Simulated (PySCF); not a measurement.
Simulation results for BH₄N₂O

Calculation on a computer-drawn molecule: the log of a Hartree-Fock and frozen-core CCSD(T) single point meant for a local Hartree-Fock minimum, with one planted fault or none, to be diagnosed. Offsets are logged minus clean, where the clean run is the same molecule without the fault. The reference is restricted for singlets and unrestricted otherwise, and also for a bond in bohr or an excited solution. Adding or removing an electron swaps singlet and doublet. The excited solution moves the top pair (singlet) or top alpha electron (doublet) to the lowest empty orbital. Highest occupied and lowest empty are orbital energies over both spins, largest force is the largest gradient component, triples share is (T) over the correlation energy, the T1 limit is 0.02 restricted and 0.045 unrestricted, electrons count all cores, a negative frequency is imaginary (commonest isotopes), and the dipole is about the centre of nuclear charge. Program: PySCF 2.14.0.

```json
{"formula": "BH4N2O", "logged_structure": {"atoms_angstrom": [["N", -0.9838, 1.1736, 0.6814], ["B", -0.6932, -0.1111, -0.0473], ["N", -0.2266, -1.1787, 0.9057], ["O", -0.8261, -0.2748, -1.317], ["H", 0.1201, 1.577, 2.1647], ["H", -1.026, 1.9601, 0.0647], ["H", -0.2898, -2.0958, 0.5111], ["H", -0.6326, -1.1728, 1.8211]]}, "given": {"meant_charge": -1, "meant_multiplicity": 1, "meant_basis": "aug-cc-pVDZ", "logged_electrons": 32, "logged_basis_functions": 128, "logged_SCF_converged": "yes", "logged_spin_squared": 0.8161, "logged_highest_occupied [eV]": -4.4299, "logged_lowest_empty [eV]": 4.0141, "logged_largest_force [hartree/bohr]": 0.021954, "logged_T1_diagnostic": 0.062972, "logged_D1_diagnostic": 0.355, "logged_triples_share": 0.041728, "logged_CC_converged": "yes", "logged_dipole_magnitude [debye]": 2.8658, "logged_SCF_stable_within_its_kind": "yes", "logged_energy_HF [hartree]": -210.79601, "logged_energy_CCSD(T) [hartree]": -211.50032, "possible_faults": "no fault, one electron removed, one electron added, multiplicity raised by two, geometry at a saddle point, SCF held on an excited solution, minimal basis STO-3G, one bond length entered in bohr, all coordinates scaled", "drawn_bonds_atom": [1, 2, 2, 1, 1, 3, 3], "drawn_bonds_other_atom": [2, 3, 4, 5, 6, 7, 8], "drawn_bonds_order": [1, 1, 1, 1, 1, 1, 1]}, "results": {"planted_fault": "one bond length entered in bohr, row 4 of the drawn bonds", "HF_energy_offset_from_clean_run [kcal/mol]": 79.31, "CCSD(T)_energy_offset_from_clean_run [kcal/mol]": 83.59}, "notes": ["T1 above single-reference limit"]}
```
